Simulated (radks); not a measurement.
Results of a calculation; reference values are marked as such.
Task: Code: a radial shooting solver on a logarithmic mesh with Libxc functionals. Model: scalar-relativistic Kohn-Sham, LDA (Slater exchange, VWN5 correlation), spin-polarised, spherical densities, finite nucleus; open shells are filled with parallel spins first (spin-orbit coupling, left out, can overturn this in heavy ions); Fermi nuclear charge, rms radius of each element as measured or else 0.836 A^(1/3) + 0.57 fm. Response by self-consistent Sternheimer equations with the Hartree and adiabatic LDA kernel, the relativistic mass of each level held fixed and spin-orbit coupling left out. Rank Ge3+, Se5+, As4+, Br6+, Ga2+, Kr7+, Cu, Rb8+, Zn+ (NIST ground configurations) by static dipole polarisability, largest first.

Result: Cu 39.09, Zn+ 16.02, Ga2+ 8.888, Ge3+ 5.643, As4+ 3.878, Se5+ 2.809, Br6+ 2.113, Kr7+ 1.637, Rb8+ 1.296 bohr^3.
